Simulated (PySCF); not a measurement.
BH6NO2Si, SMILES [SiH3]NB(O)O. Atoms are numbered in the order given.

```xyz
11

Si    -0.0033     1.8149     0.0000
N      0.7553     0.2317     0.0000
B      0.0164    -0.9957     0.0000
O     -1.3533    -0.8833     0.0000
O      0.5704    -2.2577     0.0000
H     -0.8444     2.0375    -1.2065
H     -0.8444     2.0375     1.2065
H      1.1088     2.8067     0.0000
H      1.7706     0.2055     0.0000
H     -1.7868    -1.7475     0.0000
H      1.5360    -2.2637     0.0000
```
Charge 0, spin multiplicity 1.

Geometry optimised at TPSSh-D3(BJ)/def2-SVP. The structure was generated by enumeration, and PubChem lists no compound with its InChIKey, so it may never have been made. One conformer was computed; it need not be the lowest.

Two levels are set side by side: PBE/pcSseg-1 (PySCF) and B3LYP/pcSseg-1 (PySCF). GIAO shifts against BF3 (¹¹B), H2O (¹⁷O), NH3 (¹⁵N), TMS (²⁹Si), TMS (¹H) at the same level; non-relativistic, no solvent, atoms listed together averaged. Differences are taken from unrounded values.

```json
[
 {"quantity": "δ(²⁹Si) of Si1 (ppm)", "B3LYP": "-58.2", "PBE": "-57.4", "PBE minus B3LYP": "0.8"},
 {"quantity": "δ(¹⁵N) of N2 (ppm)", "B3LYP": "41.0", "PBE": "42.7", "PBE minus B3LYP": "1.7"},
 {"quantity": "δ(¹¹B) of B3 (ppm)", "B3LYP": "10.8", "PBE": "9.3", "PBE minus B3LYP": "-1.4"},
 {"quantity": "δ(¹H) of H9 (ppm)", "B3LYP": "1.00", "PBE": "0.99", "PBE minus B3LYP": "-0.01"}
]
```

Rough cost on one machine, each run with all the roots and properties that it gave: B3LYP against PBE within a factor of 2.
